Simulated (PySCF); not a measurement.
**Copper: highly charged ions in a basis for the neutral atom**

Cu¹¹⁺ [Ar], Cu¹²⁺ [Ne] 3s2 3p5. Calculation: PySCF 2.14, in def2-TZVP; no relativity, point nucleus. No spin-orbit coupling, so a gap to NIST mixes the basis error with missing relativistic terms.

Changed run: basis of the neutral atom used for a highly charged ion. This setting is unsound on purpose.

```tsv
species	method	sound run (hartree)	changed run (hartree)	converged
Cu¹¹⁺	UHF	not run	-1591.13317	yes
Cu¹¹⁺	M06-L	not run	-1591.98195	yes
Cu¹¹⁺	PBE0	not run	-1591.71298	yes
Cu¹²⁺	UHF	not run	-1577.62898	yes
Cu¹²⁺	M06-L	not run	-1578.40672	yes
Cu¹²⁺	PBE0	not run	-1578.15505	yes
```

Ionisation energy of Cu¹¹⁺:

```csv
method,changed run (eV),NIST (eV)
UHF,367.47,367 ± 0.9
M06-L,369.40,367 ± 0.9
PBE0,368.93,367 ± 0.9
```

The contracted functions were made for the neutral atom and can be too rigid for a highly charged ion.
